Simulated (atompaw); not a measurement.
# As: PAW (atompaw) pseudisation with LDA (PW92), scalar-relativistic reference atom.

atompaw 4.2.0.5 input, output lines left out:

```
As 33
LDA-PW scalarrelativistic loggrid 1500 logderivrange -3 5 201
4 4 3 0 0 0
4 1 3
0 0 0
c
c
c
v
c
c
v
c
2
1.55 1.30 1.45 1.35
y
2.95
n
y
1.35
n
y
-0.1
y
2.45
n
custom rrkj vanderbiltortho sinc
3 -0.5 ultrasoft
1.55
1.55
1.55
1.55
1.30
1.34
```

Poles of the logarithmic derivatives, all-electron (AE) and pseudo (PS). s: poles at no energy (AE) and no energy (PS) Ry. p: poles at no energy (AE) and 4.9 (PS) Ry. d: poles at -2.7 (AE) and -2.8 (PS) Ry. Test radius 1.55 bohr.

* Cutoffs needed: 18 Ry and 30 Ry (the cutoffs (Ry, on a coarse ladder) from which the occupation-weighted sum of valence levels, in a spherical-Bessel basis at the reference potential, stays within 10 and 1 mRy of its value at 400 Ry)
* Ghost test: ghost state, extra bound levels that the all-electron valence spectrum of the same l lacks: d at -42.5 eV; a true bound ghost makes a file unfit for plane-wave use (spherical-Bessel basis up to 400 Ry, 20 bohr box)
* Lowest eigenvalue of the overlap operator: 0.06 (d channel)
* Overlap eigenvalues printed by atompaw (projector basis): 0.102, 0.205, 1.3, 78.1, 125, 2.18e+03
* Share of each valence orbital outside the PAW sphere: 4s 68 %, 4p 84 %
